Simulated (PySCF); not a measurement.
Molecule: SMILES [Si@@H](C(=C)C)(C)N[SiH3], C₄H₁₃NSi₂.

Bonds (- single, = double, # triple, : aromatic): C1=C2, C2-C3, C2-Si4, Si4-C5, Si4-N6, N6-Si7. C1 carries H8, H9; C3 carries H10, H11, H12; Si4 carries H13; C5 carries H14, H15, H16; N6 carries H17; Si7 carries H18, H19, H20. Stereochemistry as in C=C(C)[Si@H](C)N[SiH3]. H8 is cis to C3; H9 is trans to C3.

Frames of a GFN2-xTB Langevin trajectory at 400 K; GIAO PBE0/pcSseg-1 shieldings in PySCF, gas phase, non-relativistic; equivalent atoms averaged within each frame.

References, each an isolated molecule treated in the same way: 13C (σref 186.93) and 29Si (σref 349.16) and 1H (σref 31.72) vs TMS; 15N (σref 267.73) vs NH3. The references are static minima.

Question: How do the shifts (ppm) fluctuate along the trajectory?

Answer: 
```tsv
time (fs)	C2	C1	C3	C5	Si4	Si7	N6	H8	H9	H13
250	152.4	144.2	30.6	-0.7	-20.9	-54.8	8.4	7.05	5.57	5.17
425	158.5	139.9	36.5	-4.2	-24.5	-57.2	9.1	6.51	6.55	5.01
625	157.1	140.4	31.4	1.1	-17.3	-59.1	6.8	6.39	7.31	5.97
800	157.0	138.6	23.2	2.3	-10.1	-66.1	7.8	6.48	6.00	4.93
1000	172.6	143.1	42.4	-3.2	-15.3	-57.2	3.5	7.08	6.45	5.01
mean of frames	159.5	141.2	32.8	-1.0	-17.6	-58.9	7.1	6.70	6.38	5.22
standard deviation	7.7	2.3	7.1	2.8	5.5	4.3	2.2	0.34	0.65	0.43
```

5 frames give an uncertainty of the mean of about the standard deviation over 2.2 at best, since frames this close in time may not be independent; classical motion lacks zero-point vibration, and the reference would need the same averaging.
